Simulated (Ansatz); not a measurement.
The same path of C₂H₄BCl (8 atoms, charge 0, multiplicity 1) was run twice with different band settings. Lost on the way: C3–H6. Made: Cl1–H6.

All numbers below come from RHF/def2-SVP (Ansatz 0.2.0).

Relaxed end points:

```xyz
8
Properties=species:S:1:pos:R:3
Cl -2.511 0.816 -0.415
B -0.878 0.285 -0.145
C 0.572 0.628 0.163
C 0.126 -0.854 -0.048
H 1.207 1.064 -0.603
H 0.865 0.914 1.170
H 0.480 -1.351 -0.947
H 0.138 -1.501 0.825
```

```xyz
8
Properties=species:S:1:pos:R:3
Cl -2.042 1.245 0.531
B -0.364 0.191 0.082
C 0.967 0.275 -0.101
C 0.250 -1.155 -0.250
H 1.994 0.572 -0.199
H -1.468 2.381 0.676
H 0.199 -1.597 -1.248
H 0.463 -1.911 0.510
```

Common settings: climbing image yes; spring 5.0 eV/Å²; optimiser quadratic models (default); start path through a guess of the saddle point; force threshold 0.03 eV/Å; iteration limit 60; end points relaxed.

| run | movable images |
| --- | --- |
| 1 | 7 |
| 2 | 2 |

(1) What does each run give, and how far can it be trusted?

Results:

(1) Run 1: converged after 14 iterations, highest image 5.294 eV above the first end. Neighbouring images differ by up to 2.4 eV, so the band resolves the path poorly. A vibrational analysis at the climbing image gives one clearly imaginary mode, 875i cm⁻¹: a first-order saddle point.
Run 2: converged after 12 iterations, highest image 5.294 eV above the first end. Neighbouring images differ by up to 4.3 eV, so the band resolves the path poorly. Another band between the same ends (7 images) ends at a top of the same energy, where a vibrational analysis finds 1 clearly imaginary mode. So few images can step over the top or miss a turn of the path.
The orbitals stay closed-shell, which can raise the energy where a bond breaks towards radicals; this wasn't checked here.
